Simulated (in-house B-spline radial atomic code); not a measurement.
A fraction x of an electron is moved 4p → 4f in Tc III (Tc2+), starting from [Kr] 4d5 and keeping the highest spin. Level of theory: scalar-relativistic (X2C) PW91, spin-polarised, spherical fractional occupations, Fermi nucleus of rms radius 4.41117 fm; calculated with an all-electron radial atomic-structure program (B-spline basis).

```json
{"x": "0", "E(x) - E(0) (eV)": "0.0000", "4p down level (eV)": "-59.288", "4f up level (eV)": "-"}
{"x": "0.125", "E(x) - E(0) (eV)": "6.8566", "4p down level (eV)": "-60.384", "4f up level (eV)": "-5.062"}
{"x": "0.25", "E(x) - E(0) (eV)": "?", "4p down level (eV)": "?", "4f up level (eV)": "?"}
{"x": "0.375", "E(x) - E(0) (eV)": "20.8983", "4p down level (eV)": "-62.533", "4f up level (eV)": "-5.552"}
{"x": "0.5", "E(x) - E(0) (eV)": "28.0705", "4p down level (eV)": "-63.562", "4f up level (eV)": "-5.792"}
{"x": "0.625", "E(x) - E(0) (eV)": "?", "4p down level (eV)": "?", "4f up level (eV)": "?"}
{"x": "0.75", "E(x) - E(0) (eV)": "42.7036", "4p down level (eV)": "-65.502", "4f up level (eV)": "-6.226"}
{"x": "0.875", "E(x) - E(0) (eV)": "50.1577", "4p down level (eV)": "-66.408", "4f up level (eV)": "-6.424"}
{"x": "1", "E(x) - E(0) (eV)": "57.6983", "4p down level (eV)": "-67.271", "4f up level (eV)": "-6.612"}
```

**Question.** What belongs in the row x = 0.25?

**Answer.** An energy change of 13.8259 eV; 4p down at -61.471 eV, 4f up at -5.297 eV.

**Question.** What belongs in the row x = 0.625?

**Answer.** An energy change of 35.3400 eV; 4p down at -64.553 eV, 4f up at -6.016 eV.

**Question.** Check Janak's theorem between x = 0.375 and 0.5.

**Answer.** The slope of the energy is 57.38 eV; the orbital levels give 57.38 eV (ε of the receiving orbital less ε of the emptying one, averaged over the two points).
